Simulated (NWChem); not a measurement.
A series in which one site is exchanged, each optimised at PBE0/def2-SVP with NWChem, gas phase unless a solvent is named. All stand in one matching conformer (torsions within 35°), which need not be the lowest. Some are not confirmed as minima by frequencies. def2 effective core potentials on Cd, I; no spin-orbit coupling.

A: [F][Cd][SH] (CdHSF; site = F)
B: [I][Cd][SH] (CdHSI; site = I)
C: [SH][Cd][Cl] (CdHSCl; site = Cl)
D: [SH][CdH] (CdH2S; site = H)

Q: Rank them by static polarisability, B3LYP/def2-SVPD (bohr³), lowest first.

A: A (51.8), D (56.9), C (69.2), B (95.5)
